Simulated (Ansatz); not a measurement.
Consider the formal exchange of groups at the Si–C bond: `BOC[SiH2]C` + `[GaH3]` → `C[SiH2][GaH2]` + `BOC`.

Gas-phase electronic energies from Ansatz, PBE0-D4/def2-TZVP geometries. CCSD(T)/CBS adds triple-zeta CCSD(T) − MP2 to the extrapolated MP2 energy (def2 sets, frozen cores). Functionals use def2-TZVPP. For Ga outer-core shells are correlated without core-valence functions, which leaves a few kJ/mol of doubt a bond. Scalar relativity is left out up to krypton. Each species was taken in one conformer, which may not be the lowest.

| level | ΔE (kJ/mol) |
| --- | --- |
| PBE0-D4 | -35.3 |
| BHLYP-D4 | -28.6 |

Problem. What does CCSD(T)/CBS give? (Best estimate.)

Solution. Ansatz gave: -30.5 kJ/mol. The listed levels differ from it by -4.8, 1.9 kJ/mol.

Largest T1 diagnostic among the species: 0.014.

The D4 term adds +3.5 kJ/mol with B3LYP and +2.1 kJ/mol with PBE0; it sums over pairs of atoms, weighted by their polarisabilities, and B3LYP, whose exchange is more repulsive, gets the larger term. Leaving LDA and LC-ωPBE aside and taking each functional with its dispersion term where it has one, the values, not all of them listed here, spread over 13.6 kJ/mol, from PBE-D4 to ωB97M-V. LDA lies +7.9 kJ/mol from PBE without D4. From BLYP to BHLYP (50 % exact exchange), in def2-TZVPP and without D4, ΔE moves by +5.7 kJ/mol.

B3LYP here is the variant with VWN-RPA as its local correlation; programs differ in this.
